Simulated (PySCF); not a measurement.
**Energy of Mg²⁺ (magnesium, charge +2) between two integer charges**

The 2p beta orbital of [Ne] is emptied in steps (occupation f), with all orbitals relaxed, ending at [He] 2s2 2p5. Calculation: PySCF 2.14, in def2-SVP; the non-relativistic Hamiltonian (point nucleus). The exact energy is a straight line in f; departures are measured from the line between the end points of the same method.

```tsv
f	UHF (eV)	LDA (eV)	PBE (eV)	PBE0 (eV)	r2SCAN (eV)	LC-wPBE (eV)	BHandHLYP (eV)	wB97X (eV)	HSE06 (eV)	B3LYP (eV)
1	0.000	0.000	0.000	0.000	0.000	0.000	0.000	0.000	0.000	0.000
0.9	0.110	-1.408	-1.369	-1.005	-1.261	-0.855	-0.637	-0.812	-1.044	-1.080
0.7	0.243	-3.296	-3.197	-2.347	-2.922	-1.996	-1.495	-1.894	-2.439	-2.524
0.5	0.275	-3.932	-3.801	-2.793	-3.445	-2.370	-1.787	-2.245	-2.900	-3.007
0.3	0.219	-3.306	-3.183	-2.340	-2.863	-1.978	-1.505	-1.869	-2.428	-2.524
0.1	0.090	-1.416	-1.356	-0.998	-1.216	-0.838	-0.646	-0.788	-1.034	-1.079
0	0.000	0.000	0.000	0.000	0.000	0.000	0.000	0.000	0.000	0.000
```

```tsv
method	E(f=0) − E(f=1) (eV)	−ε at f=1 (eV)	−ε at f=0.5 (eV)
UHF	80.923	82.179	80.854
LDA	82.805	67.197	82.775
PBE	82.403	67.207	82.443
PBE0	82.402	71.251	82.423
r2SCAN	82.566	68.512	82.748
LC-wPBE	82.551	73.061	82.601
BHandHLYP	82.423	75.363	82.392
wB97X	82.313	73.302	82.382
HSE06	82.400	70.809	82.430
B3LYP	82.672	70.695	82.671
```

Orbital energy along the path (eV):

| f | UHF | LDA | PBE | PBE0 | r2SCAN | LC-wPBE | BHandHLYP | wB97X | HSE06 | B3LYP |
| --- | --- | --- | --- | --- | --- | --- | --- | --- | --- | --- |
| 1 | -82.179 | -67.197 | -67.207 | -71.251 | -68.512 | -73.061 | -75.363 | -73.302 | -70.809 | -70.695 |
| 0.9 | -81.869 | -70.264 | -70.224 | -73.460 | -71.391 | -74.941 | -76.739 | -75.092 | -73.107 | -73.061 |
| 0.7 | -81.322 | -76.481 | -76.317 | -77.925 | -77.127 | -78.757 | -79.541 | -78.724 | -77.754 | -77.846 |
| 0.5 | -80.854 | -82.775 | -82.443 | -82.423 | -82.748 | -82.601 | -82.392 | -82.382 | -82.430 | -82.671 |
| 0.3 | -80.452 | -89.100 | -88.536 | -86.904 | -88.163 | -86.402 | -85.273 | -85.988 | -87.081 | -87.499 |
| 0.1 | -80.105 | -95.401 | -94.507 | -91.304 | -93.421 | -90.056 | -88.165 | -89.400 | -91.629 | -92.283 |
| 0 | -79.949 | -98.520 | -97.410 | -93.447 | -96.036 | -91.792 | -89.610 | -90.963 | -93.842 | -94.636 |

Reference removal energy between the ground levels: 80.144 eV (measured; NIST Atomic Spectra Database, ionization energies). The calculation has no spin-orbit coupling. UHF lacks correlation.
